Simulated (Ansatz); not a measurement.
Calculated with Ansatz (gas phase, PBE0-D4/def2-TZVP geometries, no zero-point term in ΔE). CCSD(T)/CBS is the MP2 limit (def2-TZVPP, def2-QZVPP) plus CCSD(T) − MP2 in def2-TZVPP, frozen cores. This one scheme is used for every species. DFT in def2-TZVPP. B3LYP here is the variant with VWN-RPA as its local correlation; programs differ in this. HSE06 is defined as in plane-wave codes. Each species was taken in one conformer, which may not be the lowest.

Reaction (hydrogenolysis of a C–C bond): `FC(F)C(F)(F)C(F)F` + H₂ → `FC(F)C(F)F` + difluoromethane

(1) Is it downhill or uphill in electronic energy at CCSD(T)/CBS, and by how much? (Best estimate.)

(2) What do these levels give: B3LYP-D4, PBE-QIDH, B3LYP, HSE06, LC-ωPBE, CCSD(T)/def2-SVP? (Estimate.)

Largest T1 diagnostic among the species: 0.012.

## Answers

(1) Ansatz gave: Downhill: ΔE = -50.2 kJ/mol.

(2) The calculation gave: B3LYP-D4 -54.9, PBE-QIDH -54.6, B3LYP -66.1, HSE06 -58.5, LC-ωPBE -56.4, CCSD(T)/def2-SVP -38.7 kJ/mol.

At CCSD(T), def2-SVP lies +11.5 kJ/mol from the extrapolated value and def2-TZVPP +0.2 kJ/mol. Leaving LDA and LC-ωPBE aside and taking each functional with its dispersion term where it has one, the values, not all of them listed here, spread over 17.5 kJ/mol, from B2PLYP to r2SCAN-D4. LDA lies +22.0 kJ/mol from PBE without D4. In def2-TZVPP, CCSD(T) changes the Hartree–Fock value by +26.5 kJ/mol (the triples alone add +5.6 kJ/mol) and MP2 by +26.2 kJ/mol.
